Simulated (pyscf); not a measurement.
## Concerted two-bond exchange: `[CH2]1[CH2][SiH2][CH2]1` → `[SiH3][CH]1[CH2][CH2]1`

Gas phase, singlet surface, charge 0. Bonds broken: C2–Si3, C4–H11. Bonds formed: C2–C4, Si3–H11. PySCF, gas phase, ωB97X-D3(BJ)/def2-SVP geometries. Correlated levels are frozen-core, on RHF or UHF. ΔMP2 is the change of the MP2 total energy from the triple- to the quadruple-zeta basis.

Transition state (Å):

```xyz
12

C     -0.3316     1.0976     1.0732
C      0.2911     0.4685    -0.1348
Si    -1.6199    -0.6208    -0.4444
C     -1.5747     0.2743     1.1771
H      0.2778     0.8535     1.9688
H     -0.4863     2.1903     1.1003
H      0.9893    -0.3469     0.0914
H      0.6356     1.0942    -0.9669
H     -3.0450    -1.0807    -0.6963
H     -0.9105    -1.8395    -0.9968
H     -1.8664     0.8659    -0.7727
H     -2.0689     0.1382     2.1557
```

One imaginary mode, 822i cm⁻¹; descent along it reached the two sides named.

```json
[
 {"bond": "C2–Si3", "change": "breaks", "reactant side (Å)": "1.895", "saddle": "2.221", "product side": "2.9"},
 {"bond": "C4–H11", "change": "breaks", "reactant side (Å)": "1.103", "saddle": "2.058", "product side": "2.7"},
 {"bond": "C2–C4", "change": "forms", "reactant side (Å)": "2.404", "saddle": "2.289", "product side": "1.514"},
 {"bond": "Si3–H11", "change": "forms", "reactant side (Å)": "2.512", "saddle": "1.542", "product side": "1.495"}
]
```

Electronic energies relative to the reactant's lowest minimum found (kcal/mol):

```csv
level,barrier,reaction energy,reverse barrier
ωB97X-D3(BJ)/def2-TZVP,108.1,+10.4,97.7
PBE/def2-TZVP,92.4,+10.0,82.4
r²SCAN/def2-TZVP,97.3,+9.6,87.7
B3LYP-D3(BJ)/def2-TZVP,99.5,+9.5,90.0
PBE0-D3(BJ)/def2-TZVP,101.7,+10.4,91.3
M06-2X/def2-TZVP,106.3,+7.6,98.7
ωB97M-D3(BJ)/def2-TZVP,105.0,+10.2,94.7
HF/def2-TZVP,121.0,+7.1,113.9
MP2/def2-QZVPP,107.6,+10.0,97.5
CCSD/def2-TZVPP,106.9,+9.8,97.1
CCSD(T)/def2-TZVPP,100.3,+10.1,90.3
CCSD(T)/def2-TZVPP + ΔMP2(QZVPP),100.3,+10.4,89.9
```

With CCSD(T)/def2-TZVPP + ΔMP2(QZVPP) energies and thermal terms (ideal gas, 1 atm, RRHO with modes under 100 cm⁻¹ raised to 100, one conformer, R ln 2 for chiral ones without a mode under 150 cm⁻¹), in kcal/mol:

```
T (K)   ΔH‡   ΔG‡    ΔH    ΔG
-----  ----  ----  ----  ----
298    95.6  94.8  +9.2  +8.4
600    95.8  94.0  +9.3  +7.5
900    95.8  93.1  +9.5  +6.6
1200   95.6  92.2  +9.6  +5.6
```

cyclic C₃H₈Si (SMILES [SiH3]C1CC1) lies 13.9 kcal/mol over its isomer H₂C=CH–SiH₂–CH₃ (electronic energy, ωB97M-D3(BJ)). One saddle was located; it need not be the lowest between these sides. One closed-shell reference is unstable to symmetry breaking; treat the single-reference values with care. The CCSD(T) − MP2 part came from Ansatz, without density fitting, on the same reference. The largest closed-shell T1 diagnostic is 0.040, which may signal static correlation.
